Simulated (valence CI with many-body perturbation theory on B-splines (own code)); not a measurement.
## Level structure of Xe³⁸⁺

Calculated by relativistic CI+MBPT: six valence electrons over a frozen Dirac-Fock core [Ne], a basis of 9 s, 9 p, 8 d, 6 f, 3 g, 1 h functions for each j, with the one-electron correlation potential Σ1 (screened to all orders), the two-electron term Σ2, the three-electron term Σ3, Breit, model QED; selected single and double excitations, second order for the rest, scaled by the run's own slope (own B-spline code, finite nucleus).

No measured spectrum was set against this ion. As an estimate, large intervals hold to a few tenths of a per cent, small ones and those within an open d or f shell to about a per cent. Among the levels kept, up to 1500 cm⁻¹ of a level comes from second order outside the variational space, and about a tenth of that is noise between levels of different J, which matters for small intervals.

Levels 1 to 38 of 38, with energies above the lowest level, (3s^2 3p1/2^2 3p3/2^2) J=2. "Leading %" is the weight of the configuration and term that name the level; weights of strongly mixed levels are sums over their largest components and can fall short. In the jj column 3d3/2^4 stands for four electrons in 3d with j = 3/2. Lifetimes count E1, E2, E3, M1 and M2 decay at the calculated energies, and are blank where another channel may lead or the interval is too uncertain; long ones can be off by a factor of two.

```
No.  Configuration  Term  J  E (cm⁻¹)  Leading %      g  Lifetime                       Leading jj
  1        3s2 3p4    3P  2         0         71  1.355                3s^2 3p1/2^2 3p3/2^2 (98 %)
  2        3s2 3p4    1S  0    102350         58           155 ms      3s^2 3p1/2^2 3p3/2^2 (98 %)
  3        3s2 3p4    3P  1    610700         98  1.496    215 ns        3s^2 3p1/2 3p3/2^3 (98 %)
  4        3s2 3p4    1D  2    666460         71  1.133    413 ns        3s^2 3p1/2 3p3/2^3 (98 %)
  5     3s2 3p3 3d   3F°  2   1249300         29  1.074    646 ps  3s^2 3p1/2^2 3p3/2 3d3/2 (95 %)
  6     3s2 3p3 3d   5D°  1   1276500         31  1.190    559 ps  3s^2 3p1/2^2 3p3/2 3d3/2 (90 %)
  7     3s2 3p3 3d   3P°  0   1291000         51          19.5 ns  3s^2 3p1/2^2 3p3/2 3d3/2 (95 %)
  8     3s2 3p3 3d   3F°  3   1291100         28  1.165   10.8 ns  3s^2 3p1/2^2 3p3/2 3d3/2 (87 %)
  9        3s2 3p4    3P  0   1318400         58          88.5 ns              3s^2 3p3/2^4 (97 %)
 10         3s 3p5   3P°  2   1381100         30  1.332    559 ps  3s^2 3p1/2^2 3p3/2 3d5/2 (65 %)
 11     3s2 3p3 3d   3F°  4   1417100         43  1.288   34.5 μs  3s^2 3p1/2^2 3p3/2 3d5/2 (96 %)
 12     3s2 3p3 3d   3D°  3   1546700         27  1.139   9.12 ps  3s^2 3p1/2^2 3p3/2 3d5/2 (79 %)
 13     3s2 3p3 3d   3P°  1   1572200         19  1.177   12.7 ps  3s^2 3p1/2^2 3p3/2 3d5/2 (66 %)
 14         3s 3p5   3P°  2   1582800         52  1.402   7.87 ps        3s 3p1/2^2 3p3/2^3 (52 %)
 15     3s2 3p3 3d   3D°  1   1681200         33  1.031   7.01 ps        3s 3p1/2^2 3p3/2^3 (42 %)
 16     3s2 3p3 3d   5D°  0   1819100         42          1.45 ns  3s^2 3p1/2 3p3/2^2 3d3/2 (90 %)
 17     3s2 3p3 3d   3F°  2   1819200         45  1.014    214 ps  3s^2 3p1/2 3p3/2^2 3d3/2 (95 %)
 18     3s2 3p3 3d   3D°  1   1825600         51  0.934   31.3 ps  3s^2 3p1/2 3p3/2^2 3d3/2 (88 %)
 19     3s2 3p3 3d   3F°  3   1858200         41  1.109    182 ps  3s^2 3p1/2 3p3/2^2 3d3/2 (90 %)
 20     3s2 3p3 3d   3G°  4   1913700         53  1.071   1.51 μs  3s^2 3p1/2 3p3/2^2 3d3/2 (95 %)
 21     3s2 3p3 3d   3D°  3   1957700         58  1.330    110 ps  3s^2 3p1/2 3p3/2^2 3d5/2 (95 %)
 22     3s2 3p3 3d   5D°  4   1972900         46  1.271    295 ns  3s^2 3p1/2 3p3/2^2 3d5/2 (95 %)
 23     3s2 3p3 3d   3F°  2   1975300         55  0.873   20.6 ps  3s^2 3p1/2 3p3/2^2 3d3/2 (89 %)
 24     3s2 3p3 3d   3P°  0   1992100         36           413 ps  3s^2 3p1/2 3p3/2^2 3d5/2 (67 %)
 25     3s2 3p3 3d   3D°  1   2001400         34  0.969    256 ps  3s^2 3p1/2 3p3/2^2 3d5/2 (80 %)
 26     3s2 3p3 3d   3F°  4   2034500         68  1.174   1.54 μs  3s^2 3p1/2 3p3/2^2 3d5/2 (96 %)
 27     3s2 3p3 3d   3G°  5   2055300         99  1.194   1.38 μs  3s^2 3p1/2 3p3/2^2 3d5/2 (99 %)
 28     3s2 3p3 3d   3D°  3   2078000         56  1.180   1.71 ps  3s^2 3p1/2 3p3/2^2 3d3/2 (82 %)
 29     3s2 3p3 3d   3P°  2   2088500         40  1.282   1.49 ps  3s^2 3p1/2 3p3/2^2 3d3/2 (75 %)
 30     3s2 3p3 3d   3S°  1   2095300         51  1.609   1.53 ps  3s^2 3p1/2 3p3/2^2 3d3/2 (69 %)
 31     3s2 3p3 3d   3D°  2   2149200         53  1.250    126 ps  3s^2 3p1/2 3p3/2^2 3d5/2 (96 %)
 32     3s2 3p3 3d   3D°  1   2174500         23  1.076   1.41 ps  3s^2 3p1/2 3p3/2^2 3d3/2 (53 %)
 33     3s2 3p3 3d   3F°  3   2188600         37  1.131    397 ps  3s^2 3p1/2 3p3/2^2 3d5/2 (97 %)
 34     3s2 3p3 3d   3D°  2   2205800         40  1.062   5.62 ps  3s^2 3p1/2 3p3/2^2 3d5/2 (81 %)
 35         3s 3p5   3P°  0   2238700         45          5.73 ps          3s 3p1/2 3p3/2^4 (45 %)
 36     3s2 3p3 3d   3D°  1   2243300         35  0.979   2.55 ps  3s^2 3p1/2 3p3/2^2 3d3/2 (45 %)
 37     3s2 3p3 3d   1F°  3   2245000         47  1.048   5.62 ps  3s^2 3p1/2 3p3/2^2 3d5/2 (75 %)
 38     3s2 3p3 3d   1D°  2   2299500         40  1.197   2.43 ps  3s^2 3p1/2 3p3/2^2 3d5/2 (85 %)
```

The ionisation energy to 3s2 3p3 2P°_3/2 of the next ion comes out as 2728.6 eV (NIST: 2726 ± 4 eV (theoretical)). All 38 levels together are meant to be complete up to 2332800 cm⁻¹.
